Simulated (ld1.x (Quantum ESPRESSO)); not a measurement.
## titanium: excitation energies, all-electron against TM

* Element: Ti (Z = 22)
* Generator: ld1.x (Quantum ESPRESSO) 7.5
* Type: norm-conserving Troullier–Martins (Kleinman–Bylander form)
* Functional: PBE
* Relativity: fully relativistic
* Frozen core: [Ar]
* Valence charge: 4
* Reference configuration: 3d2 4s2 4p0
* Partial waves: 4s (bound): rc 3.10 bohr; 4p (bound, empty): rc 3.30 bohr; 3d (bound): rc 2.20 bohr
* Local potential: all-electron potential smoothed inside 1.95 bohr (lloc = -1)
* Core correction: a·sin(br)/r model core inside 1.25 bohr

Open shells are filled in proportion to 2j + 1 (rel_dist='average').

Energies are relative to the spin-unpolarised reference configuration 3d2 4s2 4p0; without spin polarisation the order of configurations can differ from experiment. Not all tests gave a result: 1 of 7 tests not solved or not reliable. Left out of the table: 3d1 4s2 4p1 (solver errors, printed error -59.1 eV). The frozen-core shift is the all-electron ΔE with the core orbitals held at their reference shape minus the fully relaxed ΔE.

Problem. Give the all-electron excitation energy and the error of the potential for: 3d2 4s1 4p0; 3d2 4s0 4p0; 3d1 4s0 4p0; 3d2.5 4s1.5 4p0; 3d2 4s1.5 4p0; 3d2 4s0 4p1.

Solution.

| valence configuration | charge | ΔE all-electron (eV) | error AE − PS (meV) | frozen-core shift (meV) |
| --- | --- | --- | --- | --- |
| 3d2 4s1 4p0 | +1 | 7.347 | -8.7 | +1.5 |
| 3d2 4s0 4p0 | +2 | 20.919 | -33 | +13 |
| 3d1 4s0 4p0 | +3 | 47.867 | -357 | +683 |
| 3d2.5 4s1.5 4p0 | 0 | 0.353 | -49 | +30 |
| 3d2 4s1.5 4p0 | +0.5 | 2.937 | -2.0 | +0.3 |
| 3d2 4s0 4p1 | +1 | 11.123 | -2.8 | +4.6 |

Levels in the configuration 3d2 4s1.5 4p0:

```
   level  all-electron (eV)  pseudo (eV)
3d j=3/2             -7.678       -7.689
3d j=5/2             -7.630       -7.642
4s j=1/2             -7.316       -7.325
```

Note: ghost state, extra bound levels that the all-electron valence spectrum of the same l lacks: s at -11.1 eV. A true bound ghost makes a file unfit for plane-wave use.
